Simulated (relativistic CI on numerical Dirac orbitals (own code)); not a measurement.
## Radial parameters of Ba⁹⁺

Computed by Dirac-Coulomb-Breit CI, orbitals from a KLI potential per configuration, model QED (radiative potential, 1s self-energy scaled to tabulated hydrogen-like ionisation energies), unscaled Slater integrals (own radial code, finite nucleus).

Slater integrals F^k, G^k are unscaled and averaged over j, outside the closed core [Kr]; ζ comes from projecting the Hamiltonian with its Breit term on Σ l·s of the shell.

- 4d¹⁰5p: ζ(5p) = 17469 cm⁻¹; <r>(5p) = 1.578, <r^2>(5p) = 2.777 (bohr units).
- 4d¹⁰4f: ζ(4f) = 371.78 cm⁻¹; <r>(4f) = 0.9967, <r^2>(4f) = 1.189 (bohr units).
- 4d¹⁰5d: ζ(5d) = 1751.9 cm⁻¹; <r>(5d) = 1.85, <r^2>(5d) = 3.833 (bohr units).

In this model ζ of a weakly bound d, f or g electron outside closed shells comes out too small, for d by up to a factor of two or three and at times with the wrong sign; that of an outer p electron is too small as well.

Averages of the first 10 configurations, taken without configuration mixing, which lowers the lowest level and can move excited configurations by several eV; other configurations of the list can lie among them:

```tsv
Configuration	Parity	States	Average energy above the lowest level (eV)
4d¹⁰5s	even	2	0.0
4d¹⁰5p	odd	6	19.3
4d¹⁰4f	odd	14	27.4
4d¹⁰5d	even	10	47.0
4d¹⁰5f	odd	14	76.1
4d¹⁰5g	even	18	89.8
4d⁹5s4f	odd	280	100.0
4d¹⁰6s	even	2	64.0
4d⁹5s²	even	10	76.1
4d¹⁰6p	odd	6	72.3
```
